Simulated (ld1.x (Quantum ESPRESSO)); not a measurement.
**PBE PAW dataset for niobium, scalar-relativistic all-electron reference.**

niobium (Nb), PAW, made with ld1.x (Quantum ESPRESSO) 7.5 (PBE, scalar-relativistic). Core [Ar] 3d10 4s2, reference 4p6 4d4 5s0.5 5p0.5. Waves: 5s (bound): rcut 2.55, rcutus 2.95 bohr; 5s channel at 0.4 Ry: rcut 2.55, rcutus 2.95 bohr; 4p (bound): rcut 1.75, rcutus 2.00 bohr; 5p (bound): rcut 1.75, rcutus 2.00 bohr; 4d (bound): rcut 2.20, rcutus 2.95 bohr; 4d channel at 0.4 Ry: rcut 2.20, rcutus 2.95 bohr. Local part: all-electron potential smoothed inside 1.95 bohr (lloc = -1). Core correction: Bessel-smoothed model core, default radius (core density twice the valence density). Augmentation charge: PSQ, inside the norm-conserving radii.

All-electron outer shells of the reference configuration (PBE, scalar-relativistic, ld1.x):

| shell | level (eV) | outermost node (bohr) | outermost maximum (bohr) |
| --- | --- | --- | --- |
| 3d | -196.91 | – | 0.33 |
| 4s | -59.03 | 0.53 | 1.04 |
| 4p | -35.17 | 0.54 | 1.12 |
| 5s | -4.41 | 1.40 | 3.04 |
| 4d | -3.63 | 0.55 | 1.49 |
| 5p | -1.45 | 1.62 | 4.21 |

Does the generator finish with these settings?

Yes, a potential is produced and its reference levels are reproduced.

What does a ghost test show?

Ghost state, extra bound levels that the all-electron valence spectrum of the same l lacks: s at -44.7 eV (p, d not tested). A true bound ghost makes a file unfit for plane-wave use. The logarithmic derivative shows an extra or strongly shifted pseudo pole above the reference energy (d near 1.01 Ry).

Is the overlap operator S = 1 + Σ q|β⟩⟨β| positive definite (Bessel basis up to 400 Ry)?

No: its lowest eigenvalue is -10.138, in the p channel, so the generalised eigenproblem breaks down once the basis is large enough.

Tests: 4p6 4d4 5s1 5p0; 4p6 4d4 5s0 5p0; 4p6 4d3 5s0 5p0; 4p6 4d4 5s0 5p1; 4p6 4d3 5s2 5p0; 4p6 4d2 5s0 5p0; 4p6 4d5 5s0 5p0. Which has the largest error in its energy relative to the reference configuration, and how large is it?

4p6 4d2 5s0 5p0, with -161 meV (all-electron minus pseudo) on +43.95 eV.

Its overlap operator is not positive definite in a basis up to 400 Ry (lowest eigenvalue p -10.14, d -0.15), so the file is unfit for use: the generalised eigenproblem breaks down once the basis is large enough, and its test numbers describe a broken file.
